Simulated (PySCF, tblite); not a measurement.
Isomers of C6H10O2Si. Level: GFN2-xTB in tblite, geometry and Hessian alike; calculated harmonic values, unscaled, isolated species. Errors from tens to a few hundred cm⁻¹ against measured bands are possible. Modes of hydrogen on silicon can be 10 to 20 % off. One conformer each.

Electronic energies: PBE0/pcSseg-1 single points on the GFN2-xTB geometries (PySCF, gas phase).

```csv
SMILES,"electronic energy, lowest = 0 (kcal/mol)"
CCC1=CO[SiH2]C=CO1,30.6
CC#C[Si](O)(O)C1CC1,0.0
CC[C@@H]([SiH3])C(=C=O)C=O,45.0
C=C/C=C(\C)[SiH2]OC=O,14.1
CCO[SiH2]CC#CC=O,49.0
C#C[C@@](C)([SiH2]C)C(=O)O,42.8
```

Question: How do GFN2-xTB zero-point energies change the relative energies?

Answer: 
```csv
SMILES,ZPE (kcal/mol),of it from modes above 1550 cm⁻¹,electronic (kcal/mol),"with ZPE, lowest = 0 (kcal/mol)",lowest mode (cm⁻¹),rings
CC#C[Si](O)(O)C1CC1,91.2,48.8,0.0,0.0,9i,1
C=C/C=C(\C)[SiH2]OC=O,88.5,48.4,14.1,11.4,41,0
CCC1=CO[SiH2]C=CO1,90.6,46.0,30.6,30.0,44,1
C#C[C@@](C)([SiH2]C)C(=O)O,87.5,48.0,42.8,39.1,38,0
CC[C@@H]([SiH3])C(=C=O)C=O,88.5,45.0,45.0,42.3,20i,0
CCO[SiH2]CC#CC=O,88.1,46.2,49.0,45.9,7,0
```

The zero-point energies span 3.7 kcal/mol, from `C#C[C@@](C)([SiH2]C)C(=O)O` to `CC#C[Si](O)(O)C1CC1`. Slightly imaginary modes are left out of the zero-point energy: `CC#C[Si](O)(O)C1CC1` 8.6i cm⁻¹ and `CC[C@@H]([SiH3])C(=C=O)C=O` 19.6i cm⁻¹. The order is unchanged.

Question: And how do the electronic energies of GFN2-xTB itself compare?

Answer: `CC#C[Si](O)(O)C1CC1` 6.0; `C=C/C=C(\C)[SiH2]OC=O` 9.3; `CCC1=CO[SiH2]C=CO1` 0.0; `C#C[C@@](C)([SiH2]C)C(=O)O` 44.2; `CC[C@@H]([SiH3])C(=C=O)C=O` 34.0; `CCO[SiH2]CC#CC=O` 29.0 kcal/mol, lowest = 0. Against the energies above, taken from the same isomer `CC#C[Si](O)(O)C1CC1`, the largest difference is 36.6 kcal/mol.
